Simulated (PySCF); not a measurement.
A side-by-side comparison of computed properties.

First species: C3H12SSi2.
SMILES: `[SiH3]C([SiH3])CCS`

Second species: C₃H₁₂SSi₂.
SMILES: `C[SiH2]C[SiH2]SC`

Levels: PBE0/def2-SVPD for dipole moment, HOMO energy, LUMO energy, HOMO–LUMO gap, static isotropic polarisability and electronic spatial extent ⟨r²⟩ about the centre of nuclear charge; TDDFT PBE0/def2-SVPD for lowest singlet excitation; TDA PBE0/def2-SVPD for lowest triplet excitation (Tamm–Dancoff); GFN2-xTB for rotational constant A and rotational constant C. Geometries: GFN2-xTB. All species are isolated and taken at one optimised geometry, non-relativistic unless stated; the electronic structure was computed with PySCF and density fitting.

Dipoles, sizes and rotational constants follow the conformer. The torsions of the flexible species, by atom-mapped SMILES:
- `[SiH3:1][CH:2]([SiH3:3])[CH2:4][CH2:5][SH:6]`: Si1–C2–C4–C5 64°, C2–C4–C5–S6 179°, H–S6–C5–C4 -59°
- `[CH3:1][SiH2:2][CH2:3][SiH2:4][S:5][CH3:6]`: C1–Si2–C3–Si4 -53°, Si2–C3–Si4–S5 78°, C3–Si4–S5–C6 178°

Task: Which has the higher rotational constant C?

Result: The second: 0.790 GHz against 0.644 GHz, a difference of 0.146 GHz.

Task: Which of the two has the higher rotational constant A, and by how much?

Result: The second: 3.142 GHz against 2.694 GHz, a difference of 0.448 GHz.

Task: Which of the two has the higher HOMO–LUMO gap, and by how much?

Result: The first: 6.85 eV against 6.73 eV, a difference of 0.12 eV.

Task: Which of the two has the higher ⟨r²⟩, and by how much?

Result: The first: 1744 bohr² against 1533 bohr², a difference of 211 bohr².

Task: Which of the two has the higher S1 energy, and by how much?

Result: The first: 5.47 eV against 5.36 eV, a difference of 0.11 eV.

Task: Which has the higher static isotropic polarisability?

Result: The first: 114.0 au against 111.6 au, a difference of 2.4 au.

Task: Which has the higher HOMO energy?

Result: The second: -6.70 eV against -6.90 eV, a difference of 0.20 eV.

Task: Which has the higher LUMO energy?

Result: The second: 0.03 eV against -0.05 eV, a difference of 0.08 eV.

On the first: The polarisability is 16.89 Å³ as a volume (1 au = 0.148185 Å³), or 1.54 au for each of the 74 electrons. The dipole equals about 5.1 × 10⁻³⁰ C·m (1 D = 3.33564 × 10⁻³⁰ C·m).

On the second: The vertical singlet–triplet gap S1 − T1 is 0.32 eV (TDDFT singlet less Tamm–Dancoff triplet; S1: HOMO→LUMO, weight 0.94; T1: HOMO→LUMO, weight 0.85). The dipole matches unit charges of opposite sign 0.19 Å apart (1 e·Å = 4.8032 D).
